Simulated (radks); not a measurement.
Values are calculated unless marked as measured or tabulated.
The antimony anion Sb3-, [Xe], held by a Watson sphere: a shell of charge +3 at radius R that stands for the Madelung well of a crystal (potential energy -3/R inside, -3/r outside, in hartree with lengths in bohr). Code: a radial shooting solver on a logarithmic mesh with Libxc functionals. Model: scalar-relativistic Kohn-Sham, LB94 model potential, spin-polarised, spherical densities, finite nucleus; Fermi nuclear charge, rms radius of each element as measured or else 0.836 A^(1/3) + 0.57 fm. Response by self-consistent Sternheimer equations with the Hartree and adiabatic LDA kernel, the relativistic mass of each level held fixed and spin-orbit coupling left out. The sphere does not respond.

R (bohr)  e(4d) (eV)  e(5s) (eV)  e(5p) (eV)  <r> 5p (bohr)  sum of <r^2> (bohr^2)  X-ray form factor at sin(theta)/lambda = 0.1 1/angstrom  alpha (bohr^3)
3.41         -37.518     -16.442      -8.917          3.088                  99.23                                                   48.418           83.98
3.5          -37.362     -16.217      -8.724          3.120                  100.8                                                   48.373           88.75
4.17         -36.344     -14.796      -7.411          3.348                  112.3                                                   48.085           132.8
5.08         -35.235     -13.403      -5.968          3.621                  128.0                                                   47.822           222.8
5.36         -34.943     -13.063      -5.595          3.698                  132.9                                                   47.765           259.6
5.4          -34.902     -13.017      -5.544          3.709                  133.6                                                   47.758           265.3
